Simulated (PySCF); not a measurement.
Basis-set dependence of population analyses: `COCOC(F)F`

Species: C₃H₆F₂O₂.
Bonds: C1–O2, O2–C3, C3–O4, O4–C5, C5–F6, C5–F7. Hydrogens: H8, H9, H10 on C1; H11, H12 on C3; H13 on C5.

PBE0 throughout (PySCF), one geometry, spherical d and f functions. Isolated species at its PBE0-D3(BJ)/def2-SVP geometry (one conformer only). Atoms taken as equivalent share a column and are averaged. The first 7 of 9 kinds of atom are listed.

Mulliken charges (e):

```csv
basis,functions,C1,O2,C3,O4,C5,F6/F7,H8/H9/H10
STO-3G,41,-0.133,-0.216,+0.053,-0.239,+0.253,-0.113,+0.087
6-31G,75,-0.252,-0.502,+0.096,-0.486,+0.593,-0.294,+0.184
pcSseg-0,75,-0.332,-0.678,+0.202,-0.676,+0.755,-0.350,+0.234
6-31G*,110,-0.285,-0.459,+0.118,-0.475,+0.668,-0.309,+0.181
cc-pVDZ,128,+0.048,-0.314,+0.235,-0.300,+0.452,-0.191,+0.049
def2-SVP,128,+0.102,-0.399,+0.327,-0.368,+0.515,-0.213,+0.048
aug-cc-pVDZ,215,+0.753,-0.563,+1.065,-0.607,+1.407,-0.414,-0.151
"6-311+G(2d,p)",225,-0.272,-0.310,+0.016,-0.324,+0.573,-0.297,+0.151
def2-TZVP,253,-0.238,-0.276,+0.077,-0.247,+0.333,-0.181,+0.132
cc-pVTZ,294,-0.122,-0.254,+0.148,-0.232,+0.381,-0.170,+0.088
IGLO-III,305,-0.230,-0.282,+0.055,-0.238,+0.384,-0.212,+0.132
```

IAO charges (e):

| basis | functions | C1 | O2 | C3 | O4 | C5 | F6/F7 | H8/H9/H10 |
| --- | --- | --- | --- | --- | --- | --- | --- | --- |
| STO-3G | 41 | -0.265 | -0.224 | -0.014 | -0.252 | +0.298 | -0.144 | +0.132 |
| 6-31G | 75 | -0.249 | -0.364 | +0.073 | -0.369 | +0.532 | -0.276 | +0.153 |
| pcSseg-0 | 75 | -0.230 | -0.367 | +0.095 | -0.378 | +0.544 | -0.273 | +0.147 |
| 6-31G* | 110 | -0.208 | -0.380 | +0.128 | -0.390 | +0.611 | -0.293 | +0.140 |
| cc-pVDZ | 128 | -0.207 | -0.377 | +0.127 | -0.386 | +0.605 | -0.293 | +0.139 |
| def2-SVP | 128 | -0.198 | -0.377 | +0.130 | -0.385 | +0.607 | -0.293 | +0.137 |
| aug-cc-pVDZ | 215 | -0.215 | -0.389 | +0.125 | -0.390 | +0.612 | -0.302 | +0.144 |
| 6-311+G(2d,p) | 225 | -0.217 | -0.391 | +0.124 | -0.392 | +0.611 | -0.302 | +0.145 |
| def2-TZVP | 253 | -0.214 | -0.391 | +0.129 | -0.394 | +0.621 | -0.303 | +0.144 |
| cc-pVTZ | 294 | -0.216 | -0.388 | +0.128 | -0.393 | +0.619 | -0.302 | +0.144 |
| IGLO-III | 305 | -0.217 | -0.391 | +0.126 | -0.393 | +0.615 | -0.303 | +0.145 |

Some averages cover members that differ in this geometry, most widely: H8/H9/H10, Mulliken in aug-cc-pVDZ -0.287 to -0.073; H8/H9/H10, Mulliken in cc-pVTZ +0.069 to +0.110; H8/H9/H10, Mulliken in IGLO-III +0.109 to +0.149; H8/H9/H10, IAO in 6-31G +0.136 to +0.174 e.

Task: Which scheme is steadiest as the basis changes?

Result: Largest range over the bases for any column: IAO 0.32 e, Mulliken 1.15 e. IAO charges move least and Mulliken charges most, counted in e. Without the minimal STO-3G basis the ranges are IAO 0.09, Mulliken 1.08 e.

Task: How much do the charges still move between the two largest bases, cc-pVTZ and IGLO-III?

Result: At most, over all atoms: Mulliken 0.108 e, IAO 0.004 e.

Task: What do the same runs give for the total energy, the frontier levels and the dipole moment?

Result: 
```json
{"basis": "STO-3G", "energy (Eh)": "-461.2052", "HOMO (eV)": "-4.88", "LUMO (eV)": "8.47", "μ (D)": "1.44"}
{"basis": "6-31G", "energy (Eh)": "-467.4045", "HOMO (eV)": "-8.40", "LUMO (eV)": "2.47", "μ (D)": "2.93"}
{"basis": "pcSseg-0", "energy (Eh)": "-466.4552", "HOMO (eV)": "-8.51", "LUMO (eV)": "2.13", "μ (D)": "2.98"}
{"basis": "6-31G*", "energy (Eh)": "-467.5501", "HOMO (eV)": "-8.23", "LUMO (eV)": "2.74", "μ (D)": "2.40"}
{"basis": "cc-pVDZ", "energy (Eh)": "-467.5866", "HOMO (eV)": "-8.27", "LUMO (eV)": "1.94", "μ (D)": "2.47"}
{"basis": "def2-SVP", "energy (Eh)": "-467.2106", "HOMO (eV)": "-8.41", "LUMO (eV)": "1.88", "μ (D)": "2.57"}
{"basis": "aug-cc-pVDZ", "energy (Eh)": "-467.6268", "HOMO (eV)": "-8.52", "LUMO (eV)": "-0.07", "μ (D)": "2.63"}
{"basis": "6-311+G(2d,p)", "energy (Eh)": "-467.7128", "HOMO (eV)": "-8.56", "LUMO (eV)": "0.32", "μ (D)": "2.67"}
{"basis": "def2-TZVP", "energy (Eh)": "-467.7603", "HOMO (eV)": "-8.52", "LUMO (eV)": "1.33", "μ (D)": "2.59"}
{"basis": "cc-pVTZ", "energy (Eh)": "-467.7386", "HOMO (eV)": "-8.46", "LUMO (eV)": "1.27", "μ (D)": "2.53"}
{"basis": "IGLO-III", "energy (Eh)": "-467.7670", "HOMO (eV)": "-8.53", "LUMO (eV)": "0.79", "μ (D)": "2.62"}
```

The dipole is fixed by the density alone, so its range of 1.54 D shows that the density itself changes with the basis, not only its division among atoms.
